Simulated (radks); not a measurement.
Results of a calculation; reference values are marked as such.
Valence configurations of W3+ (all share [Xe]). Level of theory: Dirac Kohn-Sham, PBE, spin-unpolarised, spherical densities, point nucleus; open shells are shared between the two j in proportion to 2j + 1 (a radial shooting solver on a logarithmic mesh with Libxc functionals). Order these by energy: 4f14 5d2 6s1; 4f13.5 5d2.5 6s1; 4f13 5d3 6s1; 4f14 5d3; 4f14 6s2 6p1; 4f14 5d1 6s2; 4f14 5d2 6p1; 4f13.5 5d1.5 6s1 6p1; 4f12 5d3 6p2; 4f13 5d2 6s2.

Answer. From the lowest, in eV above it: 4f14 5d3 0.000; 4f14 5d2 6s1 3.260; 4f14 5d1 6s2 7.504; 4f14 5d2 6p1 11.034; 4f13.5 5d2.5 6s1 20.312; 4f14 6s2 6p1 21.245; 4f13.5 5d1.5 6s1 6p1 33.461; 4f13 5d3 6s1 39.314; 4f13 5d2 6s2 44.856; 4f12 5d3 6p2 107.67. NIST lists [Xe] 4f14 5d3 as the ground configuration; this level of theory agrees among the configurations tried. The energies are those of spherical spin-averaged densities, not of single terms.
